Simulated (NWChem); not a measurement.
Everything below was run with NWChem. System: C3H8Si, charge 0, spin multiplicity 1, at a geometry optimised with PBE0/def2-SVP. The structure started from a generated list of species. Level: EOM-CCSD/6-31+G* (spherical d), 8 core orbitals frozen.

Output (cleaned and shortened):

```
             Northwest Computational Chemistry Package (NWChem) 7.3.0
             --------------------------------------------------------

                                NWChem Input Module
                                -------------------

 Scaling coordinates for geometry "geometry" by  1.889725989
 (inverse scale =  0.529177249)

 Turning off AUTOSYM since
 SYMMETRY directive was detected!

                             Geometry "geometry" -> ""
                             -------------------------

 Output coordinates in angstroms (scale by  1.889725989 to convert to a.u.)

  No.       Tag          Charge          X              Y              Z
 ---- ---------------- ---------- -------------- -------------- --------------
    1 C                    6.0000     1.54488300    -1.24818300     0.00000000
    2 C                    6.0000     1.39842400     0.23666500     0.00000000
    3 C                    6.0000     0.24702700     0.92651300     0.00000000
    4 Si                  14.0000    -1.47739200     0.18990100     0.00000000
    5 H                    1.0000     2.11392700    -1.58525900     0.88277800
    6 H                    1.0000     2.11392700    -1.58525900    -0.88277800
    7 H                    1.0000     0.57674400    -1.77139900     0.00000000
    8 H                    1.0000     2.34382900     0.79767200     0.00000000
    9 H                    1.0000     0.32072900     2.02122400     0.00000000
   10 H                    1.0000    -1.72477000    -0.66250700     1.20610600
   11 H                    1.0000    -2.47814300     1.29944900     0.00000000
   12 H                    1.0000    -1.72477000    -0.66250700    -1.20610600

 Effective nuclear repulsion energy (a.u.)     153.4281597096

            Nuclear Dipole moment (a.u.)
            ----------------------------
        X                 Y               Z
 ---------------- ---------------- ----------------
    -0.0000207870    -0.0000037795     0.0000000000

      Symmetry information
      --------------------

 Group name             Cs
 Group number              2
 Group order               2
 No. of unique centers    10

      Symmetry unique atoms

     1    2    3    4    5    7    8    9   10   11


 Summary of "ao basis" -> "" (spherical)
 ------------------------------------------------------------------------------
       Tag                 Description            Shells   Functions and Types
 ---------------- ------------------------------  ------  ---------------------
[...]
   0.0227971660102   0.2805470990371    7.63408     4.6     4.6

 Iteration  12 using   24 trial vectors
   0.0018115928928   0.2535681908646    6.89994
   0.0367364403133   0.2793534682966    7.60160     4.9     4.9

 Iteration  13 using   26 trial vectors
   0.0015201782758   0.2535511840537    6.89948
   0.0574543330705   0.2748089307927    7.47793     4.8     4.8

 Iteration  14 using   28 trial vectors
   0.0011674953639   0.2535548804451    6.89958
   0.0486201517963   0.2706669025853    7.36522     4.3     4.3

 Iteration  15 using   30 trial vectors
   0.0008341521522   0.2535566920689    6.89963
   0.0322046836773   0.2682460458442    7.29935     4.8     4.8

 Iteration  16 using   32 trial vectors
   0.0005195461289   0.2535546289542    6.89958
   0.0196712765839   0.2671666108959    7.26998     4.9     4.9

 Iteration  17 using   34 trial vectors
   0.0003189167376   0.2535556385916    6.89960
   0.0121552358509   0.2668786188563    7.26214     4.4     4.4

 Iteration  18 using   36 trial vectors
   0.0001949853774   0.2535550904298    6.89959
   0.0075192160874   0.2666561897378    7.25609     4.8     4.8

 Iteration  19 using   38 trial vectors
   0.0001135254323   0.2535542483522    6.89957
   0.0046318140106   0.2666247534813    7.25523     4.1     4.1

 Iteration  20 using   40 trial vectors
   0.0000620621640   0.2535543292993    6.89957
   0.0028021485221   0.2665725511915    7.25381     3.8     3.8

 Iteration  21 using   42 trial vectors
   0.0000322407426   0.2535544624777    6.89957
   0.0016257786405   0.2665779547187    7.25396     4.6     4.6

 Iteration  22 using   44 trial vectors
   0.0000171329783   0.2535544781291    6.89957
   0.0009430668348   0.2665757440259    7.25390     4.1     4.1

 Iteration  23 using   46 trial vectors
   0.0000085303372   0.2535544892880    6.89957
   0.0004898076994   0.2665726886991    7.25382     3.7     3.7

 Iteration  24 using   47 trial vectors
   0.0000050306223   0.2535545147250    6.89957
   0.0002602516622   0.2665757833357    7.25390     2.4     2.4

 Iteration  25 using   48 trial vectors
   0.0000037686779   0.2535545153296    6.89957
   0.0001563500560   0.2665752373489    7.25388     2.3     2.3

 Iteration  26 using   49 trial vectors
   0.0000030744034   0.2535545104732    6.89957
   0.0000898881514   0.2665742491916    7.25386     2.3     2.3

 Iteration  27 using   50 trial vectors
   0.0000027880102   0.2535545143315    6.89957
   0.0000509884909   0.2665747456996    7.25387     2.7     2.7

 Iteration  28 using   51 trial vectors
   0.0000026485174   0.2535545129440    6.89957
   0.0000311229347   0.2665743978963    7.25386     2.6     2.6

 Iteration  29 using   52 trial vectors
   0.0000025417344   0.2535545112669    6.89957
   0.0000200322456   0.2665745322806    7.25387     2.9     2.9

 Iteration  30 using   53 trial vectors
   0.0000024005985   0.2535545130136    6.89957
   0.0000115497035   0.2665745510787    7.25387     2.8     2.8

 Iteration  31 using   54 trial vectors
   0.0000023276187   0.2535545125422    6.89957
   0.0000062832495   0.2665745343802    7.25387     2.7     2.7
 --------------------------------------------------------------
 Iterations converged
 ------------------

 Excited state root  1
 Excitation energy / hartree =        0.253554512542156
                   / eV      =        6.899572273727038
 largest EOMCCSD amplitudes: R1 and R2

 Singles contributions
    21a'  (alpha) ---    20a"  (alpha)       -0.8079412131
    22a'  (alpha) ---    20a"  (alpha)       -0.2691116745
    25a'  (alpha) ---    20a"  (alpha)       -0.2449941933
    27a'  (alpha) ---    20a"  (alpha)       -0.1319168889
    33a'  (alpha) ---    20a"  (alpha)        0.1257089336
    36a'  (alpha) ---    20a"  (alpha)        0.1456414801

 Doubles contributions
 ------------------

 Excited state root  2
 Excitation energy / hartree =        0.266574534380244
                   / eV      =        7.253865245193881
 largest EOMCCSD amplitudes: R1 and R2

 Singles contributions
    22a'  (alpha) ---    20a"  (alpha)       -0.1057011458
    25a'  (alpha) ---    20a"  (alpha)        0.1057947122
    26a"  (alpha) ---    18a'  (alpha)        0.1255172829
    26a"  (alpha) ---    19a'  (alpha)       -0.8085587734
    29a"  (alpha) ---    19a'  (alpha)        0.1554902577
    35a"  (alpha) ---    19a'  (alpha)        0.2388226275
    39a"  (alpha) ---    19a'  (alpha)       -0.1755361067

 Doubles contributions

 Task  times  cpu:      336.9s     wall:      336.9s

 Total times  cpu:      337.0s     wall:      337.0s
```

Problem. Write an NWChem input that would produce this output.

Solution. Several could match; the one computed here: 
```
start mol
memory heap 100 mb stack 700 mb global 1900 mb
geometry units angstroms nocenter noautoz
  C      1.544883    -1.248183     0.000000
  C      1.398424     0.236665     0.000000
  C      0.247027     0.926513     0.000000
  Si    -1.477392     0.189901     0.000000
  H      2.113927    -1.585259     0.882778
  H      2.113927    -1.585259    -0.882778
  H      0.576744    -1.771399     0.000000
  H      2.343829     0.797672     0.000000
  H      0.320729     2.021224     0.000000
  H     -1.724770    -0.662507     1.206106
  H     -2.478143     1.299449     0.000000
  H     -1.724770    -0.662507    -1.206106
  symmetry group Cs
end
basis spherical
  * library 6-31+g*
end
scf
  rhf
  nopen 0
  maxiter 100
  thresh 1e-7
  semidirect memsize 60000000 filesize 0
end
tce
  freeze core 8
  ccsd
  nroots 2
  2eorb
  2emet 13
  thresh 1e-5
  maxiter 200
  tilesize 24
end
task tce energy
```
